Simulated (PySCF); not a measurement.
# Ionising LiBr

PBE0; Li aug-pcseg-1, Br aug-pcseg-1; no relativity (PySCF 2.14). Neutral (UKS): singlet (closed shell), Re = 2.199 Å, ωe = 551 cm⁻¹, De = 4.35 eV, HOMO -6.85 eV, LUMO -1.49 eV.

LiBr⁻ (UKS): doublet (σ ↑), Re = 2.328 Å, ωe = 420 cm⁻¹, De = 1.53 eV to Li + Br⁻. The energies at the minima are -2581.13818 hartree for LiBr and -2581.16628 for LiBr⁻.

**Question.** Work out the adiabatic electron affinity, without and with harmonic zero-point energies (1 hartree = 27.2114 eV, 1 eV = 8065.5 cm⁻¹), and the change of the bond length.

**Answer.** At PBE0: 0.02810 hartree = 0.765 eV between the minima; the zero-point term (551.0 − 420.0)/2 cm⁻¹ = +0.008 eV makes it 0.773 eV. Re changes by +12.9 pm against the neutral. The electron enters a σ orbital; in so polar a molecule the change of length follows mostly from the change of the ionic charges.

Spin–orbit coupling is left out. For an ion De counts to the pair picked by the measured ionisation energies or electron affinities, which need not be the lowest pair at this level. The highest Kohn–Sham level is positive in this anion. Much of that is self-interaction error, but it also means that the finite basis helps to hold the extra electron. States were picked by a PBE0 search and need not be the measured ground states.
